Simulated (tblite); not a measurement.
Parent: `[CH3:1][CH2:2][C@@H:3]1[CH2:4][C@H:5]1[SiH3:6]` with C1–C2–C3–C4 154°, C5H12Si.

Computed geometry: GFN2-xTB, gas phase. One conformer each, not checked by frequencies here.

```csv
coordinate of the parent,value
C1–C2,1.526 Å
C2–C3,1.510 Å
C3–C4,1.493 Å
C4–C5,1.506 Å
C5–Si6,1.880 Å
C3–C5,1.506 Å
C1–C2–C3,111.2°
C2–C3–C4,120.6°
C2–C3–C5,119.7°
C4–C3–C5,60.3°
C3–C4–C5,60.3°
C4–C5–Si6,120.8°
C3–C5–C4,59.4°
C3–C5–Si6,121.1°
```

Question: How does the shared frame change in `[CH3:1][CH2:2][C@@H:3]1[CH2:4][C@@:5]1([SiH3:6])[NH:7][SiH3:8]` with C1–C2–C3–C4 -88°, C4–C5–N7–Si8 81°, C5H15NSi2? Atoms pair as C1 = C1, C2 = C2, C3 = C3, C4 = C4, C5 = C5, Si6 = Si6 (parent first).

Answer: 
| parent | relative | value in the relative | change |
| --- | --- | --- | --- |
| C1–C2 | C1–C2 | 1.526 Å | 0.000 |
| C2–C3 | C2–C3 | 1.510 Å | 0.000 |
| C3–C4 | C3–C4 | 1.496 Å | +0.003 |
| C4–C5 | C4–C5 | 1.515 Å | +0.009 |
| C5–Si6 | C5–Si6 | 1.894 Å | +0.014 |
| C3–C5 | C3–C5 | 1.501 Å | -0.005 |
| C1–C2–C3 | C1–C2–C3 | 111.2° | 0.0 |
| C2–C3–C4 | C2–C3–C4 | 121.1° | +0.5 |
| C2–C3–C5 | C2–C3–C5 | 122.2° | +2.5 |
| C4–C3–C5 | C4–C3–C5 | 60.7° | +0.4 |
| C3–C4–C5 | C3–C4–C5 | 59.8° | -0.5 |
| C4–C5–Si6 | C4–C5–Si6 | 120.6° | -0.2 |
| C3–C5–C4 | C3–C5–C4 | 59.5° | +0.1 |
| C3–C5–Si6 | C3–C5–Si6 | 121.8° | +0.7 |

Of the parent's bonds, C5–Si6 changes most (+0.014 Å). Bonds of the relative outside the shared frame: C5–N7 1.437, N7–Si8 1.715 Å. Point group C1 → C1.

Question: How does the shared frame change in `[CH2:1]=[N:2][C@@:3]1([SiH3:4])[CH2:5][C@@H:6]1[CH2:7][CH3:8]` with C1–N2–C3–Si4 -120°, C5–C6–C7–C8 87°, C6H13NSi? Atoms pair as C1 = C8, C2 = C7, C3 = C6, C4 = C5, C5 = C3, Si6 = Si4 (parent first).

Answer: 
| parent | relative | value in the relative | change |
| --- | --- | --- | --- |
| C1–C2 | C8–C7 | 1.526 Å | 0.000 |
| C2–C3 | C7–C6 | 1.509 Å | -0.001 |
| C3–C4 | C6–C5 | 1.501 Å | +0.008 |
| C4–C5 | C5–C3 | 1.511 Å | +0.005 |
| C5–Si6 | C3–Si4 | 1.898 Å | +0.018 |
| C3–C5 | C6–C3 | 1.505 Å | -0.001 |
| C1–C2–C3 | C8–C7–C6 | 111.2° | 0.0 |
| C2–C3–C4 | C7–C6–C5 | 121.3° | +0.7 |
| C2–C3–C5 | C7–C6–C3 | 122.4° | +2.7 |
| C4–C3–C5 | C5–C6–C3 | 60.3° | 0.0 |
| C3–C4–C5 | C6–C5–C3 | 60.0° | -0.3 |
| C4–C5–Si6 | C5–C3–Si4 | 122.0° | +1.2 |
| C3–C5–C4 | C6–C3–C5 | 59.7° | +0.3 |
| C3–C5–Si6 | C6–C3–Si4 | 121.6° | +0.5 |

Of the parent's bonds, C5–Si6 changes most (+0.018 Å). Bonds of the relative outside the shared frame: C1=N2 1.253, N2–C3 1.413 Å. Point group C1 → C1.

Question: How does the shared frame change in `[CH3:1][CH2:2][C@@H:3]1[CH2:4][C@@:5]1([SiH3:6])[O:7][CH:8]([F:9])[F:10]` with C1–C2–C3–C4 157°, C4–C5–O7–C8 141°, C5–O7–C8–F9 -158°, C6H12F2OSi? Atoms pair as C1 = C1, C2 = C2, C3 = C3, C4 = C4, C5 = C5, Si6 = Si6 (parent first).

Answer: 
```tsv
parent	relative	value in the relative	change
C1–C2	C1–C2	1.526 Å	0.000
C2–C3	C2–C3	1.510 Å	0.000
C3–C4	C3–C4	1.496 Å	+0.003
C4–C5	C4–C5	1.505 Å	-0.001
C5–Si6	C5–Si6	1.899 Å	+0.019
C3–C5	C3–C5	1.508 Å	+0.002
C1–C2–C3	C1–C2–C3	111.5°	+0.3
C2–C3–C4	C2–C3–C4	121.8°	+1.2
C2–C3–C5	C2–C3–C5	121.4°	+1.7
C4–C3–C5	C4–C3–C5	60.1°	-0.2
C3–C4–C5	C3–C4–C5	60.3°	0.0
C4–C5–Si6	C4–C5–Si6	121.8°	+1.0
C3–C5–C4	C3–C5–C4	59.6°	+0.2
C3–C5–Si6	C3–C5–Si6	126.2°	+5.1
```

Of the parent's bonds, C5–Si6 changes most (+0.019 Å). Bonds of the relative outside the shared frame: C5–O7 1.437, O7–C8 1.335, C8–F9 1.343, C8–F10 1.370 Å. Point group C1 → C1.
